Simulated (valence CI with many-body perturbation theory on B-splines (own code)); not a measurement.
Values are calculated unless marked as measured or tabulated.
## Energy levels of Lu⁶⁵⁺

Level of theory: valence CI with perturbative core correlation (CI+MBPT): four valence electrons over a frozen Dirac-Fock core [He], a basis of 9 s, 9 p, 8 d, 6 f, 3 g, 1 h functions for each j, with the one-electron correlation potential Σ1, the two-electron term Σ2, the three-electron term Σ3, Breit, model QED; selected CI, second order for the rest, scaled by the run's own slope (own B-spline code, finite nucleus).

The last digits are not significant, and no measured levels were compared; by estimate large intervals hold to a few tenths of a per cent, small ones and those within an open d or f shell to about a per cent.

Levels 1 to 40 of 40, with energies above the lowest level, (2s^2 2p1/2^2) J=0. "Leading %" is the weight of the configuration and term that name the level; weights of strongly mixed levels are sums over their largest components and can fall short, so below about 35 % the name and the second component can differ from the true leading terms, or belong to a minority configuration. In the jj column 3d3/2^4 stands for four electrons in 3d with j = 3/2.

| No. | Configuration | Term | J | E (eV) | Leading % | g | Second component | Leading jj |
| --- | --- | --- | --- | --- | --- | --- | --- | --- |
| 1 | 2s²2p² | ³P | 0 | 0 | 68 |  | 32 % 2s²2p² ¹S | 2s^2 2p1/2^2 (100 %) |
| 2 | 2s²2p² | ³P | 1 | 1165 | 100 | 1.471 |  | 2s^2 2p1/2 2p3/2 (100 %) |
| 3 | 2s²2p² | ¹D | 2 | 1183 | 65 | 1.138 | 35 % 2s²2p² ³P | 2s^2 2p1/2 2p3/2 (100 %) |
| 4 | 2s2p³ | ³P° | 2 | 1447 | 48 | 1.499 | 27 % 2s2p³ ⁵S° | 2s 2p1/2^2 2p3/2 (100 %) |
| 5 | 2s2p³ | ³D° | 1 | 1531 | 31 | 1.111 | 30 % 2s2p³ ¹P° | 2s 2p1/2^2 2p3/2 (100 %) |
| 6 | 2s²2p² | ³P | 2 | 2370 | 65 | 1.293 | 35 % 2s²2p² ¹D | 2s^2 2p3/2^2 (99 %) |
| 7 | 2s²2p² | ¹S | 0 | 2429 | 68 |  | 32 % 2s²2p² ³P | 2s^2 2p3/2^2 (99 %) |
| 8 | 2s2p³ | ⁵S° | 2 | 2585 | 50 | 1.548 | 46 % 2s2p³ ³D° | 2s 2p1/2 2p3/2^2 (100 %) |
| 9 | 2s2p³ | ³D° | 3 | 2629 | 100 | 1.297 |  | 2s 2p1/2 2p3/2^2 (100 %) |
| 10 | 2s2p³ | ³P° | 0 | 2687 | 100 |  |  | 2s 2p1/2 2p3/2^2 (100 %) |
| 11 | 2s2p³ | ³S° | 1 | 2709 | 52 | 1.300 | 43 % 2s2p³ ³D° | 2s 2p1/2 2p3/2^2 (100 %) |
| 12 | 2s2p³ | ¹D° | 2 | 2718 | 74 | 1.048 | 21 % 2s2p³ ³D° | 2s 2p1/2 2p3/2^2 (100 %) |
| 13 | 2s2p³ | ³P° | 1 | 2723 | 63 | 1.299 | 33 % 2s2p³ ¹P° | 2s 2p1/2 2p3/2^2 (100 %) |
| 14 | 2p⁴ | ³P | 2 | 3017 | 68 | 1.308 | 32 % 2p⁴ ¹D | 2p1/2^2 2p3/2^2 (99 %) |
| 15 | 2p⁴ | ¹S | 0 | 3080 | 64 |  | 35 % 2p⁴ ³P | 2p1/2^2 2p3/2^2 (99 %) |
| 16 | 2s2p³ | ³P° | 2 | 3849 | 51 | 1.433 | 18 % 2s2p³ ⁵S° | 2s 2p3/2^3 (100 %) |
| 17 | 2s2p³ | ¹P° | 1 | 3930 | 36 | 1.159 | 25 % 2s2p³ ³D° | 2s 2p3/2^3 (100 %) |
| 18 | 2p⁴ | ³P | 1 | 4197 | 100 | 1.471 |  | 2p1/2 2p3/2^3 (100 %) |
| 19 | 2p⁴ | ¹D | 2 | 4216 | 68 | 1.123 | 32 % 2p⁴ ³P | 2p1/2 2p3/2^3 (100 %) |
| 20 | 2p⁴ | ³P | 0 | 5429 | 65 |  | 35 % 2p⁴ ¹S | 2p3/2^4 (100 %) |
| 21 | 2s²2p3s | ³P° | 0 | 9443 | 100 |  |  | 2s^2 2p1/2 3s (100 %) |
| 22 | 2s²2p3s | ³P° | 1 | 9446 | 67 | 1.304 | 33 % 2s²2p3s ¹P° | 2s^2 2p1/2 3s (100 %) |
| 23 | 2s²2p3p | ³D | 1 | 9526 | 74 | 0.636 | 22 % 2s²2p3p ¹P | 2s^2 2p1/2 3p1/2 (100 %) |
| 24 | 2s²2p3p | ³P | 0 | 9571 | 67 |  | 32 % 2s²2p3p ¹S | 2s^2 2p1/2 3p1/2 (99 %) |
| 25 | 2s2p²3s | ⁵P | 1 | 9699 | 41 | 2.006 | 31 % 2s2p²3s ³S | 2s 2p1/2^2 3s (98 %) |
| 26 | 2s2p²3s | ³P | 0 | 9736 | 68 |  | 31 % 2s2p²3s ¹S | 2s 2p1/2^2 3s (99 %) |
| 27 | 2s2p²3p | ³P° | 1 | 9791 | 33 | 1.345 | 21 % 2s2p²3p ⁵D° | 2s 2p1/2^2 3p1/2 (99 %) |
| 28 | 2s2p²3p | ³P° | 0 | 9792 | 52 |  | 42 % 2s2p²3p ⁵D° | 2s 2p1/2^2 3p1/2 (99 %) |
| 29 | 2s²2p3p | ³D | 2 | 9892 | 52 | 1.146 | 32 % 2s²2p3p ¹D | 2s^2 2p1/2 3p3/2 (100 %) |
| 30 | 2s²2p3p | ³P | 1 | 9894 | 48 | 1.501 | 30 % 2s²2p3p ³S | 2s^2 2p1/2 3p3/2 (99 %) |
| 31 | 2s²2p3d | ³F° | 2 | 9955 | 75 | 0.743 | 20 % 2s²2p3d ¹D° | 2s^2 2p1/2 3d3/2 (100 %) |
| 32 | 2s²2p3d | ³D° | 1 | 9980 | 50 | 0.828 | 32 % 2s²2p3d ¹P° | 2s^2 2p1/2 3d3/2 (99 %) |
| 33 | 2s²2p3d | ³P° | 2 | 10060 | 47 | 1.283 | 35 % 2s²2p3d ³D° | 2s^2 2p1/2 3d5/2 (98 %) |
| 34 | 2s²2p3d | ³F° | 3 | 10064 | 46 | 1.094 | 32 % 2s²2p3d ¹F° | 2s^2 2p1/2 3d5/2 (100 %) |
| 35 | 2s2p²3p | ³P° | 2 | 10152 | 35 | 1.498 | 19 % 2s2p²3p ⁵P° | 2s 2p1/2^2 3p3/2 (98 %) |
| 36 | 2s2p²3p | ³D° | 1 | 10157 | 31 | 1.135 | 21 % 2s2p²3p ¹P° | 2s 2p1/2^2 3p3/2 (99 %) |
| 37 | 2s2p²3d | ³D | 1 | 10214 | 46 | 0.468 | 36 % 2s2p²3d ⁵F | 2s 2p1/2^2 3d3/2 (100 %) |
| 38 | 2s2p²3d | ³D | 2 | 10219 | 31 | 1.114 | 17 % 2s2p²3d ⁵F | 2s 2p1/2^2 3d3/2 (98 %) |
| 39 | 2s2p²3d | ³D | 3 | 10316 | 38 | 1.331 | 17 % 2s2p²3d ⁵D | 2s 2p1/2^2 3d5/2 (100 %) |
| 40 | 2s2p²3d | ³F | 2 | 10333 | 27 | 1.029 | 22 % 2s2p²3d ¹D | 2s 2p1/2^2 3d5/2 (98 %) |

The ionisation energy to 2s²2p ²P°1/2 of the next ion comes out as 16732 eV (NIST: 16730 ± 30 eV (theoretical)). All 40 levels together are meant to be complete up to 10353 eV.
